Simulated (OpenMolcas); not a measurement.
**Ge: thermal populations, worked from levels**

- Program: OpenMolcas 26.06
- Basis: ANO-R2 [6s5p4d3f1g]
- Scalar Hamiltonian: X2C, finite nucleus
- Active space: 2 electrons in 3 orbitals (4p)
- State averaging: 2S+1 = 3 even, 3 roots; 2S+1 = 1 even, 6 roots
- Spin-orbit coupling: state interaction with AMFI integrals over the reference wave functions, term energies averaged over their components

Methods: CASSCF; SS-CASPT2, IPEA 0.25 Eh, imaginary shift 0.1 Eh (closed shells correlated: 3d 4s). Measured levels: NIST Handbook of Basic Atomic Spectroscopic Data.

**Thermal populations.** Z = Σ (2J + 1) exp(-E/kT) with k = 0.695035 cm-1/K, over the levels below. No other level of either list lies under 37400 cm-1, which is above 7 kT at each temperature.

```tsv
Level	2J + 1	SS-CASPT2	measured
4s² 4p² ³P₀	1	0.0	0.0
4s² 4p² ³P₁	3	487	557
4s² 4p² ³P₂	5	1256	1410
4s² 4p² ¹D₂	5	7620	7125
4s² 4p² ¹S₀	1	17380	16367
```

```tsv
T (K)	Z, SS-CASPT2	Z, measured levels	Ground level (%), SS-CASPT2	Ground level (%), measured levels
2000	5.160	4.852	19.4	20.6
3000	6.242	6.004	16.0	16.7
5000	7.656	7.541	13.1	13.3
```

At 5000 K, kT = 3475 cm-1, and the computed levels give Z = 1.000 + 2.608 + 3.483 + 0.558 + 0.007 = 7.656.

CASPT2 does not keep the components of a term degenerate, so their means are used; among the terms shown or strongly mixed into the levels shown the widest spread is 87 cm-1 (4s² 4p² ¹D, SS-CASPT2). With the s shell closed, the reference lacks s² → p² mixing. Without dynamic correlation excited terms often stand tens of per cent too high (terms of higher spin than the ground term too low), and those without a measured partner can miss by more than the paired ones (holds for CASSCF). Computed and measured levels are paired by configuration, term and J; levels that our copy of the source lacks, or whose pairing is in doubt (as where it misses far off the trend of its configuration), stay unpaired and out of the deviations. Levels of configurations outside the active space are missing.
